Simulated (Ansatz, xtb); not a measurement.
Two isomers of C6H4ClNO

We compare X, `Cc1occ(C#N)c1Cl`, a singlet, with Y, `N#CC1=C(Cl)C(=O)CC1`, a singlet. Both are isolated molecules in the gas phase, relaxed with B3LYP/def2-SVP; the shapes shown needn't be the lowest conformers.

X (Å):

```xyz
13

C     0.8379    2.7322   -0.8113
C     0.4368    1.4488   -0.1840
C     0.3927   -0.0111    1.4715
C    -0.3464   -0.5770    0.4619
C    -1.0037   -1.8382    0.4758
C    -0.3108    0.3868   -0.6162
Cl   -1.0715    0.2162   -2.1510
N    -1.5395   -2.8681    0.4892
O     0.8590    1.1917    1.0909
H     0.4673    3.5937   -0.2316
H     1.9349    2.8201   -0.8762
H     0.4218    2.7882   -1.8258
H     0.6498   -0.3526    2.4705
```

Y (Å):

```xyz
13

C     0.6378    0.6403   -2.3384
C     0.4005    0.6264   -0.9344
C     1.0094   -0.1909   -0.0398
C     0.5094    0.0776    1.3482
C    -0.5235    1.1998    1.2257
C    -0.5969    1.5610   -0.2691
Cl    2.1897   -1.3877   -0.3484
N     0.8022    0.6835   -3.4877
O     0.8609   -0.4871    2.3516
H    -0.2070    2.0434    1.8590
H    -1.4834    0.8442    1.6319
H    -0.3258    2.6103   -0.4703
H    -1.6013    1.4110   -0.6975
```

Quicker runs give these differences E(Y) − E(X): GFN2-xTB +43.5 kJ/mol; HF/STO-3G +29.6 kJ/mol (at GFN2-xTB geometries); r2SCAN-D4/def2-SVP −17.4 kJ/mol (at GFN2-xTB geometries).

**Question.** Estimate which is lower in electronic energy at CCSD(T)/def2-SVP + ΔMP2/def2-TZVPP, and by roughly how much.

**Answer.** The CCSD(T)/def2-SVP + ΔMP2/def2-TZVPP calculation puts structure Y lower, by 19.8 kJ/mol.

How the difference moves with the method:

| level | geometry | E(Y) − E(X) (kJ/mol) | departure from the last row (kJ/mol) | job, with rough time for the two |
| --- | --- | --- | --- | --- |
| GFN2-xTB | GFN2-xTB | +43.5 | +63.3 | optimisation, 0.19 s |
| HF/STO-3G | GFN2-xTB | +29.6 | +49.4 | single point, 0.48 s |
| r2SCAN-D4/def2-SVP | GFN2-xTB | −17.4 | +2.4 | single point, 4.2 s |
| B3LYP/def2-SVP | B3LYP/def2-SVP | −8.6 | +11.2 | optimisation, 1.7 min |
| HF/def2-SVP | B3LYP/def2-SVP | −26.0 | −6.2 | part of the CCSD(T) run |
| MP2/def2-SVP | B3LYP/def2-SVP | −14.3 | +5.5 | part of the CCSD(T) run |
| CCSD(T)/def2-SVP | B3LYP/def2-SVP | −21.1 | −1.3 | single point |
| CCSD(T)/def2-SVP + ΔMP2/def2-TZVPP | B3LYP/def2-SVP | −19.8 |  | single point, 1.8 min |

As drawn, Y has 3 C–C, 1 C=C, 1 C=O in place of 2 C∷O, 3 C∷C (∷ is an aromatic bond). Structure X has a 5-membered ring (with an aromatic ring), Y a 5-membered ring.

GFN2-xTB, HF/STO-3G put the two in the other order. The largest departure from CCSD(T)/def2-SVP + ΔMP2/def2-TZVPP is that of GFN2-xTB, 63.3 kJ/mol. The last row adds to CCSD(T) the change of the MP2 difference between the two basis sets, here +1.3 kJ/mol.

With thermal terms from frequencies at re-optimised GFN2-xTB minima (ideal gas, soft modes damped towards free rotors, one conformer each, 298.15 K, 1 atm): on the last row, ΔE + ΔZPE = −19.7, ΔH = −20.4, ΔG = −19.1 kJ/mol.

The correlated steps freeze 13 core orbitals. Programs: Ansatz 0.2.0, xtb 6.7.1; the last row on 4 threads of Arm Neoverse V1 on a shared host.
